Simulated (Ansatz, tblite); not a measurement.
Isomers of Si$_{3}$O$_{3}$⁻ (doublet), found by a short tight-binding search and relaxed with r2SCAN-D4/def2-SVPD in Ansatz.

The xTB rows come from tblite. B3LYP takes the VWN-RPA correlation. Correlated methods freeze 18 core orbitals.

Other spin states weren't relaxed.

A:

```xyz
6

Si    1.466   -1.284   -0.645
Si    1.048    0.899    0.155
Si   -1.117   -0.196    0.093
O    -2.658   -0.205    0.310
O     1.524    2.336    0.575
O    -0.262   -1.550   -0.488
```

B:

```xyz
6

Si   -0.853   -0.480   -0.573
Si    1.823    0.635    0.096
Si   -0.839    0.303    1.671
O     0.776   -0.094   -1.007
O    -1.766   -1.155   -1.649
O     0.860    0.791    1.462
```

C:

Cartesian coordinates in Å:
```
Si -0.7071 0.5625 -1.3164
Si -1.0916 -0.5707 0.6027
Si 1.2517 1.6419 -0.2080
O -1.4914 -1.2858 1.9235
O -0.5846 -1.2249 -0.8546
O 2.6231 0.8770 -0.1472
```

Problem. Estimate their order by electronic energy at ωB97M-V/def2-TZVPD, counted from the lowest.

Solution. B (0.0) < A (141.4) < C (235.5), in kJ/mol.

Problem. Do the other levels pick the same lowest one?

Solution. All that were run do. Energies above each level's lowest (kJ/mol):

```tsv
level	A	B	C
GFN1-xTB	9.4	0.0	150.3
GFN2-xTB	47.9	0.0	128.2
HF/def2-SVPD	182.5	0.0	296.8
PBE-D4/def2-TZVPD	97.4	0.0	186.9
r2SCAN-D4/def2-TZVPD	110.4	0.0	205.4
B3LYP-D4/def2-TZVPD	127.9	0.0	221.4
PBE0-D4/def2-TZVPD	118.0	0.0	216.5
ωB97M-V/def2-TZVPD	141.4	0.0	235.5
MP2/def2-SVPD	122.6	0.0	218.6
CCSD/def2-SVPD	146.4	0.0	244.0
CCSD(T)/def2-SVPD	134.4	0.0	228.6
```
Point groups (tolerance 0.1 Å): A Cs, B Cs, C not assigned. Lower isomers may exist.
